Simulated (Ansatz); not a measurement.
Ansatz results at the PBE0-D4/def2-TZVP geometry: HOMO–LUMO gap (B3LYP/def2-TZVPP) 8.51 eV; size of the dipole moment (ωB97M-V/def2-TZVPP) 1.52 D; size of the dipole moment (PBE/def2-TZVPP) 1.47 D.

Each molecule was computed in one conformer, which needn't be the lowest.

Which molecule gave them?
A. `N[Si](O)(F)F`
B. `C[Si](F)([SiH3])[SiH3]`
C. `F[Si](Cl)(O[SiH3])O[SiH3]`
D. `Cl[SiH2][SeH]`

C. The others give `C[Si](F)([SiH3])[SiH3]`: 6.62, 1.47, 1.47; `N[Si](O)(F)F`: 8.14, 3.19, 3.11; `Cl[SiH2][SeH]`: 6.51, 1.58, 1.48.

B3LYP here is the variant with VWN-RPA as its local correlation; programs differ in this.
